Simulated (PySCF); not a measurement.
Molecule: `C#CB(C#C)NC`, C$_{5}$H$_{6}$BN.

Bonds (- single, = double, # triple, : aromatic): C1#C2 1.217 Å, C2-B3 1.539 Å, B3-C4 1.539 Å, C4#C5 1.217 Å, B3-N6 1.397 Å, N6-C7 1.440 Å. C1 carries H8; C5 carries H9; N6 carries H10; C7 carries H11, H12, H13.

Spin–spin couplings on one PBE0-D3(BJ)/def2-SVP geometry, PySCF, gas phase, non-relativistic, equivalent pairs averaged (spin–dipole term only in couplings to heteroatoms); isotopes 13C, 1H, 11B, 15N; basis pcJ-1.

How do the couplings (Hz) change with the functional? Times are CPU seconds on 1 thread of an Arm Neoverse V2, shared host.

## Answers


| functional | functions | 1J(C1,H8) | 1J(C1,C2) | 1J(C7,H11) | 1J(C2,B3) | 1J(N6,H10) | 1J(B3,N6) | 1J(N6,C7) | core-s |
| --- | --- | --- | --- | --- | --- | --- | --- | --- | --- |
| LDA | 249 | 208.3 | 142.3 | 107.1 | 87.9 | -68.5 | -27.8 | -5.4 | 22 |
| PBE | 249 | 241.1 | 151.9 | 129.4 | 102.6 | -77.3 | -33.1 | -8.6 | 31 |
| KT2 | 249 | 264.1 | 136.8 | 136.6 | 90.9 | -83.8 | -28.2 | -4.9 | 33 |
| PBE0 | 249 | 248.4 | 159.0 | 134.0 | 107.1 | -81.3 | -35.5 | -11.6 | 45 |
| B97-2 | 249 | 238.7 | 159.0 | 128.3 | 112.1 | -78.1 | -37.1 | -11.8 | 44 |
| BHandHLYP | 249 | 280.6 | 180.2 | 152.9 | 119.2 | -92.0 | -40.2 | -16.7 | 51 |
| CAM-B3LYP | 249 | 258.6 | 164.0 | 139.3 | 107.9 | -84.2 | -35.5 | -12.6 | 65 | Left out for a near triplet instability: HF/pcJ-1.
